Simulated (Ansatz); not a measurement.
## Ansatz (development build ahead of 0.2.0) run

```yaml
crystal:
  periodic: [false, false, false]
  atoms:
    - { symbol: Cu, position_ang: [0.0, 0.0, 0.0] }
    - { symbol: "N", position_ang: [0.0, 1.9888, 1.3926] }
    - { symbol: S, position_ang: [0.0, -2.3219, 1.6258] }
basis:
  gaussian: { orbitals: pcseg-2 }
magnetization:
  spin_polarized: true
  initial_magnetization: 2
hamiltonian:
  xc: r2scan
```

The input is written out in the form of the current development build from the run's settings.

The run gave:

- Converged: yes
- Total energy: -2093.24829 hartree
- Spin squared of the determinant: 3.066
- Stability test: minimum

Caution: the unrestricted determinant is a mixture of spin states; other spin multiplicities may lie lower.
